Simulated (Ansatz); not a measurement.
Computed with Ansatz on PBE0-D4/def2-TZVP structures; ΔE is electronic, products minus reactants. CCSD(T)/CBS adds triple-zeta CCSD(T) − MP2 to the extrapolated MP2 energy (def2 sets, frozen cores). Elements past krypton have def2 core potentials. For I, Se outer-core shells are correlated without core-valence functions, which leaves a few kJ/mol of doubt a bond. Scalar relativity is left out up to krypton. Each species was taken in one conformer, which may not be the lowest.

Consider the redistribution: `N[SiH2][Se][SiH3]` + `[AlH2][I]` → `N[SiH2]I` + `[AlH2][Se][SiH3]`.

`N[SiH2][Se][SiH3]`:

```xyz
11

N    -1.472    0.911   -1.116
Si    0.107    0.303   -1.366
Se    1.680    0.743    0.250
Si    0.827   -0.769    1.713
H    -2.088    0.432   -0.477
H    -1.623    1.907   -1.076
H    -0.017   -1.170   -1.489
H     0.675    0.932   -2.581
H     1.401   -0.478    3.049
H     1.166   -2.159    1.315
H    -0.655   -0.651    1.779
```

`[AlH2][I]`:

Z-matrix (Å, degrees):
```
Al
I 1 2.472
H 1 1.577 2 117.8
H 1 1.577 2 117.8 3 180.0
```

`N[SiH2]I`:

```xyz
7

N     0.255    0.710   -0.853
Si    0.042   -0.154    0.601
I    -1.312   -2.210    0.426
H     0.848    0.330   -1.574
H    -0.525    1.206   -1.255
H    -0.674    0.711    1.564
H     1.367   -0.592    1.090
```

`[AlH2][Se][SiH3]`:

Z-matrix (Å, degrees):
```
Si
Se 1 2.284
H 1 1.484 2 111.0
H 1 1.484 2 111.1 3 -121.7
H 1 1.484 2 106.5 3 119.1
Al 2 2.311 1 94.8 3 60.9
H 6 1.579 2 117.5 1 180.0
H 6 1.583 2 118.3 1 -0.0
```

```
            species  CCSD(T)/CBS(def2) energy (Eh)
`N[SiH2][Se][SiH3]`                    -3037.85363
        `[AlH2][I]`                     -540.69638
         `N[SiH2]I`                     -643.69654
 `[AlH2][Se][SiH3]`                    -2934.85173
```

Work out ΔE.

ΔE = (-643.69654) + (-2934.85173) − (-3037.85363) − (-540.69638) = 0.00174 Eh = +1.1 kcal/mol.

Largest T1 diagnostic among the species: 0.010.
